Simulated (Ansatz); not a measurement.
A CCSD(T) single point on `[OH][Zr]([F])([Cl])[SeH]`.

```yaml
crystal:
  periodic: [false, false, false]
  atoms:
    - {symbol: O, position_ang: [-0.878592, 0.367106, 1.197183]}
    - {symbol: Zr, position_ang: [0.224374, -0.604807, 0.012850]}
    - {symbol: F, position_ang: [1.569212, -1.584046, 0.913866]}
    - {symbol: Cl, position_ang: [-1.084005, -2.100910, -1.237968]}
    - {symbol: Se, position_ang: [1.394416, 1.096702, -1.538379]}
    - {symbol: H, position_ang: [-1.461908, 0.720246, 1.864150]}
    - {symbol: H, position_ang: [0.297703, 2.037710, -1.257301]}
basis:
  gaussian: {orbitals: def2-TZVPP}
correlation: {method: ccsd_t}
output: {orbitals: {seedname: orbitals}}
```

```sh
$ ansatz run in.yaml --threads 4 --pin off --events-out ev --progress --plain --max-ram 10444MiB
```

Output of Ansatz, abridged:

```
Functional definition: HF
1521 factors; integrals over basis functions are off by at most 8.8e-4 eV
mean field evaluation 1: about -83852.4167 eV, gradient 5.5e1 eV
mean field evaluation 2: about -83852.6002 eV, gradient 5.5e1 eV
mean field evaluation 4: about -83858.1699 eV, gradient 3.0e0 eV
mean field evaluation 8: about -83858.2372 eV, gradient 3.1e-1 eV
mean field evaluation 16: about -83858.2381 eV, gradient 1.6e-6 eV
mean field -83858.23805193 eV, -3081.7334072533 hartree, gradient 1.6e-6 eV, S^2 0.000000; 0 other end points of the search recorded, 0 dependent functions left out
16 core orbitals not correlated: weight in the atoms' cores, before any rotation towards them, 1.000 or more for the frozen orbitals, at most 0.000 for the correlated occupied ones
reference -83858.23805193 eV, -3081.7334072533 hartree; 25, 25 occupied and 195, 195 virtual orbitals, 1521 factors
second order -35.45189145 eV of doubles, -0.00000000 eV of singles
cycle   1  -34.74765747 eV  change    7.0e-1 eV  update   1.7e-1
cycle   2  -35.58913186 eV  change   -8.4e-1 eV  update   7.4e-2
cycle   3  -35.84853324 eV  change   -2.6e-1 eV  update   3.2e-2
cycle   4  -35.82561975 eV  change    2.3e-2 eV  update   9.8e-3
cycle   5  -35.81279842 eV  change    1.3e-2 eV  update   3.7e-3
cycle   6  -35.81434193 eV  change   -1.5e-3 eV  update   1.4e-3
cycle   7  -35.81467346 eV  change   -3.3e-4 eV  update   5.3e-4
cycle   8  -35.81430539 eV  change    3.7e-4 eV  update   2.5e-4
cycle   9  -35.81440974 eV  change   -1.0e-4 eV  update   9.0e-5
cycle  10  -35.81452529 eV  change   -1.2e-4 eV  update   4.0e-5
cycle  11  -35.81444109 eV  change    8.4e-5 eV  update   1.7e-5
cycle  12  -35.81444334 eV  change   -2.3e-6 eV  update   7.9e-6
perturbative correction -1.48827172 eV, -0.0546929771 hartree
Total energy: -83895.54076700 eV, -3083.1042567473 hartree
```

It took 6 min on 4 threads of an Arm Neoverse V2 on a shared host, with 4.9 GiB of host memory at the peak.

The correlation energy is -37.303 eV, 4.0 % of it from (T); the T1 diagnostic reads 0.0156.
